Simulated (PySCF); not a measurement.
Mapped SMILES: `[CH:1]#[C:2][c:3]1[n:4][cH:5][cH:6][n:7]1[SiH2:8][O:9][CH3:10]`; H(Xn) means a hydrogen on atom n.

Theory: PBE0-D3(BJ)/def2-SVP structure, σ from GIAO-PBE0/pcSseg-1, in PySCF 2.14 (one computed conformer, gas phase, equivalent nuclei averaged, non-relativistic Hamiltonian).

Problem. List the cross peaks expected in HSQC, COSY and HMBC spectra.

Solution. 

HSQC (one-bond C–H):
```
           δH          δC
 7.26 (H(C5))  137.3 (C5)
 7.10 (H(C6))  126.6 (C6)
3.84 (H(C10))  52.5 (C10)
 3.23 (H(C1))   87.6 (C1)
```

COSY cross peaks (H two or three bonds apart, from the bond graph; peaks can be absent where the dihedral angle is near 90°):
```
          δH            δH
7.26 (H(C5))  7.10 (H(C6))
```

HMBC (two and three bonds, from the bond graph):
```
           δH                                  δC
 7.26 (H(C5))              134.0 (C3), 126.6 (C6)
 7.10 (H(C6))              137.3 (C5), 134.0 (C3)
5.42 (H(Si8))  134.0 (C3), 126.6 (C6), 52.5 (C10)
 3.23 (H(C1))               134.0 (C3), 79.0 (C2)
```

Referencing at the same level of theory: TMS for 1H (σ = 31.27 ppm), 13C (σ = 184.41 ppm).

Shifts are as computed. Against solution values, carbons near 30 ppm lie about +2 ppm off and those near 130 ppm about +5 ppm. Of 1211 compounds with measured shifts, 218 miss one by over three times the rms of a fit or turn the order of signals round; such compounds aren't used in these exercises.
